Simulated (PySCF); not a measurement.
Cobalt: a sound run and one with changed settings

Sound run: Co [Ar] 3d7 4s2, Co⁺ [Ar] 3d8. All numbers are calculated (PySCF 2.14, the non-relativistic Hamiltonian (point nucleus), in def2-SVP (5s3p2d1f, 31 functions)). The sound run starts from symmetry-adapted Hartree-Fock orbitals and uses a fine grid where one is needed.

A second run was set up differently.

```tsv
species	method	sound run (hartree)	changed run (hartree)	converged
Co	UHF	-1381.21103	-1381.10906	no
Co	M06-2X	-1382.49757	-1382.43495	no
Co	TPSS	-1382.54655	-1382.35276	no
Co⁺	UHF	-1380.91051	-1380.91026	no
Co⁺	M06-2X	-1382.19659	-1382.17752	no
Co⁺	TPSS	-1382.26820	-1382.21253	no
```

Task: What was changed?
A. too few SCF iterations
B. radial grid too coarse
C. basis contracted for another Hamiltonian
D. a valence shell is frozen

Result: A. It used initial guess atom, at most 3 SCF cycles. The SCF was stopped early; the energies are upper bounds that still move, and correlated levels were skipped or rest on poor orbitals.
